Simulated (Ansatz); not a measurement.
A nudged elastic band was laid between two geometries of ClF$_{4}$H$_{4}$SiTa (11 atoms, charge 0, multiplicity 1).

Method: RKS PBE/def2-SVP in Ansatz.

| Quantity | Value |
| --- | --- |
| movable images | 7 |
| climbing image | yes |
| spring | 5.0 eV/Å² |
| optimiser | quadratic models (default) |
| start path | through a guess of the saddle point |
| force threshold | 0.5 eV/Å |
| iteration limit | 60 |
| end points | relaxed |

Image 0:

```xyz
11
Properties=species:S:1:pos:R:3
Ta 0.104 0.282 0.062
Cl 2.265 1.095 -0.307
F 0.311 0.698 1.898
F 0.283 -0.782 -1.494
F -0.969 1.679 -0.539
F -1.167 -1.010 0.636
Si 1.258 -2.770 1.439
H 0.495 -3.633 0.485
H 2.648 -3.286 1.663
H 0.532 -2.561 2.730
H 1.460 -1.406 0.782
```

Image 8:

```xyz
11
Properties=species:S:1:pos:R:3
Ta -0.553 -0.446 0.342
Cl 3.389 0.098 0.082
F -1.411 -0.455 2.028
F 0.572 -0.692 -1.187
F -0.035 1.344 0.523
F -2.009 -1.250 -0.517
Si 0.998 -2.247 1.543
H 0.049 -3.317 2.023
H 2.021 -2.861 0.632
H 1.648 -1.598 2.733
H 2.551 -0.269 -0.846
```

Task: Which bonds break or form, and what moves?

Result: Bonds broken: Ta1–Cl2, Ta1–H11, Si7–H11. Bonds formed: Ta1–Si7, Cl2–H11. ClF4H4SiTa becomes ClH + F4H3SiTa.

Task: What energy profile does the band end with?

Result: The run converged. The highest image is number 4 of 0 to 8, 1.82 eV above the first end and 0.46 eV above the last; the last end lies 1.37 eV above the first. The threshold of 0.5 eV/Å is loose, so the images may lie well off the minimum-energy path. The order of the point at the top wasn't checked. The orbitals stay closed-shell, which can raise the energy where a bond breaks towards radicals; this wasn't checked here.

```json
{"image": "0", "path coordinate (Å)": "0.00", "energy (eV)": "0.00", "Ta1–Cl2 (Å)": "2.34", "Ta1–H11 (Å)": "2.28", "Si7–H11 (Å)": "1.53"}
{"image": "1", "path coordinate (Å)": "0.97", "energy (eV)": "0.02", "Ta1–Cl2 (Å)": "2.34", "Ta1–H11 (Å)": "2.32", "Si7–H11 (Å)": "1.52"}
{"image": "2", "path coordinate (Å)": "1.95", "energy (eV)": "0.05", "Ta1–Cl2 (Å)": "2.34", "Ta1–H11 (Å)": "2.22", "Si7–H11 (Å)": "1.52"}
{"image": "3", "path coordinate (Å)": "2.92", "energy (eV)": "0.73", "Ta1–Cl2 (Å)": "2.42", "Ta1–H11 (Å)": "2.02", "Si7–H11 (Å)": "1.56"}
{"image": "4", "path coordinate (Å)": "3.90", "energy (eV)": "1.82", "Ta1–Cl2 (Å)": "2.77", "Ta1–H11 (Å)": "2.33", "Si7–H11 (Å)": "2.05"}
{"image": "5", "path coordinate (Å)": "4.87", "energy (eV)": "1.51", "Ta1–Cl2 (Å)": "2.99", "Ta1–H11 (Å)": "3.20", "Si7–H11 (Å)": "2.41"}
{"image": "6", "path coordinate (Å)": "5.85", "energy (eV)": "1.50", "Ta1–Cl2 (Å)": "3.76", "Ta1–H11 (Å)": "3.49", "Si7–H11 (Å)": "2.78"}
{"image": "7", "path coordinate (Å)": "6.83", "energy (eV)": "1.40", "Ta1–Cl2 (Å)": "3.78", "Ta1–H11 (Å)": "3.53", "Si7–H11 (Å)": "3.31"}
{"image": "8", "path coordinate (Å)": "7.80", "energy (eV)": "1.37", "Ta1–Cl2 (Å)": "3.99", "Ta1–H11 (Å)": "3.33", "Si7–H11 (Å)": "3.47"}
```

Task: What is the geometry of the highest image?

Result: 
```xyz
11
Properties=species:S:1:pos:R:3:forces:R:3
Ta -0.194 -0.268 0.138 0.28 0.00 -0.15
Cl 2.444 0.550 0.374 0.23 0.27 -0.01
F -0.660 0.011 1.949 0.06 0.04 0.23
F 0.389 -0.783 -1.593 0.06 -0.14 0.09
F -0.150 1.585 -0.210 -0.24 0.03 -0.05
F -1.777 -1.206 -0.117 -0.35 -0.04 -0.12
Si 1.166 -2.397 1.378 -0.06 0.08 0.02
H 0.194 -3.522 1.133 0.00 0.02 -0.03
H 2.547 -2.852 0.964 -0.05 0.02 -0.05
H 1.208 -2.041 2.839 0.01 -0.07 -0.04
H 2.052 -0.770 0.503 0.06 -0.21 0.11
```

The band took 8 iterations and of the order of 9 core-minutes.

Run time: 2.4 min on 4 threads of Arm Neoverse V2 (shared host), peak memory 0.23 GiB.
